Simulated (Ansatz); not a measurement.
Geometry optimisation, RKS revPBE/def2-SVP in Ansatz 0.2.0.

The input (input.yaml):

```yaml
crystal:
  periodic: [false, false, false]
  atoms:
    - { symbol: Sn, position_ang: [0.0, 0.0, 0.0] }
    - { symbol: H, position_ang: [0.923, 0.0, 1.7063] }
    - { symbol: Cl, position_ang: [2.5085, 0.0, 0.7209] }
    - { symbol: O, position_ang: [-0.9232, 1.5994, -0.6527] }
    - { symbol: H, position_ang: [-1.881, 1.3686, -0.8751] }
    - { symbol: H, position_ang: [-0.8195, -1.4198, -0.5794] }
basis:
  gaussian: { orbitals: def2-SVP }
hamiltonian:
  xc: revpbe
relax:
  f_tol: 0.15
  max_steps: 25
  restrain:
    - { distance: [1, 2], at: 1.37, k: 30.0 }
    - { distance: [0, 1], at: 2.94, k: 30.0 }
    - { distance: [0, 2], at: 3.61, k: 30.0 }
output:
  orbitals: {}
```

Launched with:

```bash
$ ansatz run input.yaml --threads 1 --pin off --max-ram 2048MiB --backend cpu --events-out ev --progress --plain --runs-dir out
```

Question: Where does it end, and by what steps?

Answer: It converged. The restraints hold the end off the free minimum. After 8 steps the energy has fallen by 1.673 eV (the restraints' own energy left out); H2 moved furthest, 0.94 Å. Parted: Sn1–H2 (1.94 → 2.94 Å), Sn1–Cl3 (2.61 → 3.61 Å). Joined: H2–Cl3 (1.87 → 1.34 Å).

| step | energy less start (eV) | largest force component (eV/Å) | accepted |
| --- | --- | --- | --- |
| 0 | 0.0000 | 3.581 | yes |
| 1 | 0.8801 | 5.256 | yes |
| 2 | 1.4975 | 5.531 | yes |
| 3 | 1.0179 | 4.926 | yes |
| 4 | -0.3680 | 3.082 | yes |
| 5 | -1.2205 | 1.102 | yes |
| 6 | -1.4692 | 1.593 | yes |
| 7 | -1.5396 | 1.739 | yes |
| 8 | -1.6732 | 0.782 | yes |

```xyz
6
Properties=species:S:1:pos:R:3
Sn -0.592 -0.117 0.283
H 1.841 0.042 1.924
Cl 2.919 -0.032 1.134
O -1.368 1.564 -0.587
H -1.834 1.353 -1.419
H -1.159 -1.262 -1.015
```

The run took 9.9 s on 1 thread of Intel(R) Xeon(R) 6975P-C (Granite Rapids), on a shared host, peak memory 0.14 GiB.
